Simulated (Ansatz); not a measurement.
Geometry optimisation, Ansatz, RKS PBE-D4/def2-SVP.

The input (input.yaml):

```yaml
crystal:
  periodic: [false, false, false]
  atoms:
    - { symbol: Al, position_ang: [-1.1575, -0.6995, -0.9305] }
    - { symbol: "N", position_ang: [0.4058, -0.9505, 0.6498] }
    - { symbol: H, position_ang: [-0.5825, -0.9366, -2.3359] }
    - { symbol: H, position_ang: [-2.554, -1.2173, -0.5532] }
    - { symbol: H, position_ang: [-0.0282, 1.6377, 0.1013] }
    - { symbol: F, position_ang: [-0.9975, 1.3721, -0.5638] }
    - { symbol: H, position_ang: [0.8574, 0.302, 0.807] }
    - { symbol: O, position_ang: [1.0639, 1.5623, 0.7457] }
    - { symbol: H, position_ang: [0.0468, -1.2246, 1.5568] }
    - { symbol: H, position_ang: [1.2054, -1.5378, 0.4445] }
    - { symbol: H, position_ang: [1.7402, 1.6922, 0.0783] }
basis:
  gaussian: { orbitals: def2-SVP }
hamiltonian:
  xc: pbe
  dispersion: d4
relax:
  f_tol: 0.15
  max_steps: 25
  restrain:
    - { distance: [0, 5], at: 1.78, k: 30.0 }
    - { distance: [4, 7], at: 0.97, k: 30.0 }
    - { distance: [6, 1], at: 1.02, k: 30.0 }
    - { distance: [0, 1], at: 3.22, k: 30.0 }
    - { distance: [4, 5], at: 2.18, k: 30.0 }
    - { distance: [6, 7], at: 2.27, k: 30.0 }
```

Run as:

```bash
$ ansatz run input.yaml --threads 2 --pin off --max-ram 3072MiB --backend cpu --events-out ev --progress --plain --runs-dir out
```

Task: Where does it end, and by what steps?

Result: The run converged. The restraints hold the end off the free minimum. After 11 steps the energy has fallen by 0.286 eV (the restraints' own energy left out); H7 moved furthest, 0.63 Å. Parted: Al1–N2. Joined: N2–H7, H5–O8.

```tsv
step	energy less start (eV)	largest force component (eV/Å)	accepted
0	0.0000	2.253	yes
1	-0.2596	2.879	yes
2	-0.0955	4.450	yes
3	0.0172	2.150	yes
4	-0.1593	1.182	yes
5	-0.1147	2.970	no
6	-0.2230	1.054	yes
7	-0.2784	0.883	yes
8	-0.2785	0.895	yes
9	-0.2651	0.866	no
10	-0.2843	0.889	yes
11	-0.2861	0.889	yes
```

```xyz
11
Properties=species:S:1:pos:R:3
Al -1.512 -0.423 -1.311
N 0.611 -1.180 0.952
H -0.580 -0.924 -2.500
H -2.775 -1.155 -0.681
H 0.217 2.027 0.388
F -1.348 1.271 -0.917
H 0.988 -0.236 1.100
O 1.155 1.976 0.652
H 0.254 -1.520 1.853
H 1.392 -1.788 0.682
H 1.597 1.951 -0.218
```

Whether the end is a true minimum wasn't checked by a vibrational analysis.

The run took 28 s on 2 threads of AMD EPYC 7R43 64-Core Processor (Zen 3), with other jobs on the host, peak memory 0.16 GiB.
